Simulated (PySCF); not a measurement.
A structure optimised at ωB97X-D3(BJ)/def2-SVP, used in a PySCF frequency run:

```xyz
12

Si    -0.1055     2.6287     0.0000
C     -0.3623     0.7496     0.0000
N     -1.5365     0.2137     0.0000
Si    -1.2393    -1.5694     0.0000
Ge     0.9875    -0.7501     0.0000
H     -1.4032     3.3574     0.0000
H      0.6935     2.9925     1.2084
H      0.6935     2.9925    -1.2084
H     -1.7934    -2.2370    -1.2115
H     -1.7934    -2.2370     1.2115
H      1.8807    -0.8451    -1.2490
H      1.8807    -0.8451     1.2490
```
Charge 0, spin multiplicity 1.

Problem. Write its SMILES, formula and point group.

Solution. [SiH3][C]1=N[SiH2][GeH2]1, CH₇GeNSi₂, Cs

Problem. What are its rotational constants (standard atomic weights)?

Solution. 2.9116, 1.3981, 0.97763 GHz
